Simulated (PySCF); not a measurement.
Isomers of C4H9BO3.

All values: CAM-B3LYP/def2-SVPD (PySCF) at PBE0-D3(BJ)/def2-SVP geometries, gas phase, one conformer each. Core orbitals are frozen in the response; Δα² is half the sum of the squared differences of the principal polarisabilities.

Question: Rank by polarisability anisotropy Δα, highest first.
A. `[CH3:1][O:2][C@@H:3]1[CH2:4][O:5][B:6]([CH3:7])[O:8]1` with C1–O2–C3–C4 -178°
B. `[CH3:1][O:2][C@H:3]1[CH2:4][CH2:5][O:6][BH:7][O:8]1` with C1–O2–C3–C4 176°, O2–C3–C4–C5 67°, C3–C4–C5–O6 53°, C4–C5–O6–B7 -27°, C5–O6–B7–O8 1°
C. `[CH3:1][O:2][B:3]1[O:4][CH2:5][CH2:6][CH2:7][O:8]1` with C1–O2–B3–O4 -178°, O2–B3–O4–C5 179°, B3–O4–C5–C6 -26°, O4–C5–C6–C7 52°, C5–C6–C7–O8 -53°
D. `[CH3:1][O:2][B:3]([OH:4])[O:5][CH:6]1[CH2:7][CH2:8]1` with C1–O2–B3–O4 -1°, O2–B3–O4–H 179°, O2–B3–O5–C6 0°, B3–O5–C6–C7 -37°

Answer: C (3.30 Å³), A (2.73 Å³), D (2.29 Å³), B (1.78 Å³).

Question: Rank by vertical ionisation energy (ΔSCF), highest first.
A. `[CH3:1][O:2][C@@H:3]1[CH2:4][O:5][B:6]([CH3:7])[O:8]1` with C1–O2–C3–C4 -178°
B. `[CH3:1][CH2:2][O:3][B:4]1[O:5][CH2:6][CH2:7][O:8]1` with C1–C2–O3–B4 -85°, C2–O3–B4–O5 -2°, O3–B4–O5–C6 -175°, B4–O5–C6–C7 -11°, O5–C6–C7–O8 13°, C6–C7–O8–B4 -10°
C. `[CH3:1][O:2][B:3]([OH:4])[O:5][CH:6]1[CH2:7][CH2:8]1` with C1–O2–B3–O4 -1°, O2–B3–O4–H 179°, O2–B3–O5–C6 0°, B3–O5–C6–C7 -37°
D. `[CH3:1][O:2][B:3]1[O:4][CH2:5][CH2:6][CH2:7][O:8]1` with C1–O2–B3–O4 -178°, O2–B3–O4–C5 179°, B3–O4–C5–C6 -26°, O4–C5–C6–C7 52°, C5–C6–C7–O8 -53°

Answer: A (10.52 eV), B (10.34 eV), D (10.19 eV), C (9.60 eV).

All values together:

```
           SMILES  μ (D)  HOMO (eV)  LUMO (eV)  α (Å³)  Δα (Å³)  ΔSCF removal energy (eV)
     COB(O)OC1CC1   0.24      -8.81       0.82   10.43     2.29                      9.60
       COB1OCCCO1   2.88      -9.38       0.95   10.35     3.30                     10.19
       CCOB1OCCO1   2.23      -9.45       0.90   10.30     3.26                     10.34
   CO[C@H]1CCOBO1   2.44      -9.61       1.07   10.40     1.78                     10.45
CO[C@@H]1COB(C)O1   1.69      -9.66       0.94   10.49     2.73                     10.52
```

Conformers: `[CH3:1][O:2][B:3]([OH:4])[O:5][CH:6]1[CH2:7][CH2:8]1` with C1–O2–B3–O4 -1°, O2–B3–O4–H 179°, O2–B3–O5–C6 0°, B3–O5–C6–C7 -37°; `[CH3:1][O:2][B:3]1[O:4][CH2:5][CH2:6][CH2:7][O:8]1` with C1–O2–B3–O4 -178°, O2–B3–O4–C5 179°, B3–O4–C5–C6 -26°, O4–C5–C6–C7 52°, C5–C6–C7–O8 -53°; `[CH3:1][CH2:2][O:3][B:4]1[O:5][CH2:6][CH2:7][O:8]1` with C1–C2–O3–B4 -85°, C2–O3–B4–O5 -2°, O3–B4–O5–C6 -175°, B4–O5–C6–C7 -11°, O5–C6–C7–O8 13°, C6–C7–O8–B4 -10°; `[CH3:1][O:2][C@H:3]1[CH2:4][CH2:5][O:6][BH:7][O:8]1` with C1–O2–C3–C4 176°, O2–C3–C4–C5 67°, C3–C4–C5–O6 53°, C4–C5–O6–B7 -27°, C5–O6–B7–O8 1°; `[CH3:1][O:2][C@@H:3]1[CH2:4][O:5][B:6]([CH3:7])[O:8]1` with C1–O2–C3–C4 -178°.

Q: By how much does the ΔSCF value exceed −ε(HOMO) over the species that have both?

A: By 0.79 to 0.89 eV, 0.84 eV on average, over 5 species.
